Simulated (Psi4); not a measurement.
isobutane (C4H10), singlet, at a GFN2-xTB geometry. Base run: CCSD/3-21G in Psi4.

Input for Psi4:
```
memory 2 GB

molecule mol {
0 1
C    -0.001952   -0.000610    0.384811
H    -0.007510   -0.002348    1.480948
C    -0.001231    1.447905   -0.097154
H     0.004244    1.484092   -1.184729
H    -0.885739    1.971545    0.258862
H     0.878370    1.973646    0.267812
C     1.255143   -0.722223   -0.094223
H     1.290525   -0.737695   -1.181728
H     2.148630   -0.220467    0.270776
H     1.268406   -1.749298    0.263888
C    -1.252399   -0.725209   -0.106944
H    -1.276709   -0.740752   -1.194752
H    -1.266850   -1.752316    0.251026
H    -2.150735   -0.225585    0.248964
}

set {
  basis 3-21g
  reference rhf
}

energy('ccsd')
print_variables()
```

Each row names what was changed in the base input (with any setting that the change needs).

```tsv
change	ΔE vs base (mEh)	MP2 correlation (Eh)	CC correlation without the perturbative part (Eh)	basis functions
base	0.000	-0.37761	-0.42969	56
method = qcisd(t)	-10.009	-0.37761	-	56
scf_type = pk; mp2_type = conv	0.000	-0.37761	-0.42969	56
method = mp3	14.511	-0.37749	-	56
method = cepa(1)	-0.930	-0.37761	-	56
method = scs-mp2	43.482	-0.37761	-	56
method = omp2	50.503	-0.37749	-	56
method = fno-ccsd(t)	-9.804	-0.37761	-0.42969	56
cc_type = df	0.036	-0.37749	-0.42968	56
puream = on	0.000	-0.37761	-0.42969	56
```
